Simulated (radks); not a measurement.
Spherical quantum dot in the effective-mass picture: electrons in a hard-walled sphere of radius 1.65, with a point charge +1 (a donor) at the centre, all in effective atomic units (hartree* = m*/eps^2 hartree, bohr* = eps/m* bohr), one dielectric constant everywhere. Calculated with a radial shooting solver with Libxc functionals: non-relativistic Kohn-Sham, LDA (Slater exchange, Perdew-Wang correlation), spin-polarised, spherical densities. Levels are named by radial order and angular momentum (1s, 1p, 1d, 2s, ...), and open shells are averaged over m. Results are scaled to m* = 0.235 and eps = 10.9, for which hartree* = 53.82 meV and bohr* = 2.454 nm. Each electron was tried in the lowest free levels, single moves between levels near the top were tried too, and the lowest total energy was kept; such a search can miss a lower state. At N = 1 the Hartree and exchange-correlation terms need not cancel, so that row can carry a self-interaction error.

\begin{tabular}{lrrrrr}
N & open shells & 2S & E (meV) & addition energy mu(N+1) - mu(N) (meV) & rms radius (nm) \\ \hline
1 & 1s(up 1, down 0) & 1 & 13.9685 & 60.67 & 1.960 \\
2 & none & 0 & 88.6102 & 160.2 & 2.027 \\
3 & 1p(up 1, down 0) & 1 & 323.465 & 42.43 & 2.209 \\
4 & 1p(up 2, down 0) & 2 & 600.746 & 43.73 & 2.302 \\
5 & 1p(up 3, down 0) & 3 & 921.757 & 57.02 & 2.363 \\
6 & 1p(up 3, down 1) & 2 & 1299.79 & 41.74 & 2.408 \\
7 & 1p(up 3, down 2) & 1 & 1719.55 & 42.81 & 2.444 \\
8 & none & 0 & 2182.12 & 162.0 & 2.474 \\
9 & 1d(up 1, down 0) & 1 & 2806.74 & 40.80 & 2.517 \\
10 & 1d(up 2, down 0) & 2 & 3472.15 & 41.08 & 2.552 \\
11 & 1d(up 3, down 0) & 3 & 4178.63 & 41.25 & 2.582 \\
12 & 1d(up 4, down 0) & 4 & 4926.37 & 41.35 & 2.608 \\
13 & 1d(up 5, down 0) & 5 & 5715.46 & 53.37 & 2.630 \\
14 & 1d(up 5, down 1) & 4 & 6557.93 & 40.28 & 2.650 \\
15 & 1d(up 5, down 2) & 3 & 7440.67 & 40.55 & 2.668 \\
16 & 1d(up 5, down 3) & 2 & 8363.96 & 40.71 & 2.684 \\
17 & 1d(up 5, down 4) & 1 & 9327.97 & 40.82 & 2.699 \\
18 & none & 0 & 10332.8 & 114.2 & 2.713 \\
19 & 2s(up 1, down 0) & 1 & 11451.8 & 62.75 & 2.703 \\
20 & none & 0 & 12633.5 & 87.50 & 2.692 \\
21 & 1f(up 1, down 0) & 1 & 13902.8 & 39.62 & 2.709 \\
22 & 1f(up 2, down 0) & 2 & 15211.6 & 39.68 & 2.725 \\
23 & 1f(up 3, down 0) & 3 & 16560.2 & 39.73 & 2.739 \\
24 & 1f(up 4, down 0) & 4 & 17948.5 & 39.77 & 2.753 \\
25 & 1f(up 5, down 0) & 5 & 19376.5 & 39.79 & 2.766 \\
26 & 1f(up 6, down 0) & 6 & 20844.3 & 39.81 & 2.777 \\
27 & 1f(up 7, down 0) & 7 & 22352.0 & 50.70 & 2.789 \\
28 & 1f(up 7, down 1) & 6 & 23910.3 & 39.26 & 2.799 \\
29 & 1f(up 7, down 2) & 5 & 25507.9 & 39.33 & 2.809 \\
30 & 1f(up 7, down 3) & 4 & 27144.8 & 39.38 & 2.819 \\
31 & 1f(up 7, down 4) & 3 & 28821.1 & 39.42 & 2.828 \\
32 & 1f(up 7, down 5) & 2 & 30536.9 & 39.45 & 2.836 \\
33 & 1f(up 7, down 6) & 1 & 32292.1 & 39.47 & 2.844 \\
34 & none & 0 & 34086.7 & 197.7 & 2.852 \\
35 & 1g(up 1, down 0) & 1 & 36079.1 & 38.77 & 2.861 \\
36 & 1g(up 2, down 0) & 2 & 38110.3 & 38.79 & 2.870 \\
37 & 1g(up 3, down 0) & 3 & 40180.2 & 38.81 & 2.878 \\
38 & 1g(up 4, down 0) & 4 & 42289.0 & 38.83 & 2.886 \\
39 & 1g(up 5, down 0) & 5 & 44436.5 & 38.84 & 2.894 \\
40 & 1g(up 6, down 0) & 6 & 46623.0 & 38.85 & 2.901 \\
41 & 1g(up 7, down 0) & 7 & 48848.2 & - & 2.908 \\
\end{tabular}

All shells are closed at N = 2, 8, 18, 20, 34 (there: 1s2 1p6 1d10 2s2 1f14); the second difference of the energy has clear peaks (12 % above both neighbours; the first and last values, which can be the largest, are not judged, and half-filled shells can peak too) at N = 2, 5, 8, 13, 18, 20, 27, 34.
